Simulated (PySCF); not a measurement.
# Computed properties of Se(SeH)(OSiH3) (H4OSe2Si), SMILES [SiH3]O[Se][SeH]

Se(SeH)(OSiH3) (H4OSe2Si), SMILES [SiH3]O[Se][SeH]. Coordinates come from a PBE0-D3(BJ)/def2-SVP optimisation. The structure was generated by enumeration, and PubChem lists no compound with its InChIKey, so it may never have been made. Other conformers were not sampled. All values are computed for the isolated molecule unless a solvent is named; none is compared with measurement here.

**Structure.** All 18 harmonic modes at PBE0-D3(BJ)/def2-SVP (PySCF) are real, so it is a minimum. With heavy atoms numbered as in [Se:1]([SeH:2])[O:4][SiH3:5], the shortest bond between them is O4–Si5 at 1.686 Å and the longest Se1–Se2 at 2.301 Å.

**Vibrations.** The strongest infrared lines (harmonic, unscaled, degenerate partners summed) lie at 878 cm⁻¹ (378 km/mol, O 71 %, Si 27 %), 974 cm⁻¹ (168 km/mol, H 93 %), 2265 cm⁻¹ (122 km/mol, H 96 %). The softest mode is at 57 cm⁻¹ and the zero-point energy is 24.0 kcal/mol.

**Electronic structure.** HF/def2-TZVP (PySCF) places the frontier levels at -9.70 and 1.90 eV, a gap of 11.60 eV, and gives a dipole moment of 0.79 D and a mean polarisability of 77.1 bohr³. PBE/def2-TZVP (PySCF) at the same geometry gives -5.70 and -2.39 eV, so its gap is 8.29 eV narrower. An orbital gap is neither the optical nor the fundamental gap.

**Excitations.** TDDFT-CAM-B3LYP/def2-SVPD (PySCF) has S1 at 3.91 eV (317 nm, f = 0.003, weak); the most intense of the 10 singlets computed lies at 6.54 eV (f = 0.26). T1 (TDA) is at 3.17 eV. TDDFT-PBE/def2-SVPD (PySCF) puts S1 at 3.52 eV. No vertical singlet excitation falls in the visible range (under 3.1 eV).

**NMR.** GIAO shifts at B3LYP/pcSseg-1 (PySCF) (non-relativistic, atoms alike by connectivity averaged): ¹H from 5.0 to 5.2 ppm against TMS; ²⁹Si at -28.9 ppm against TMS.
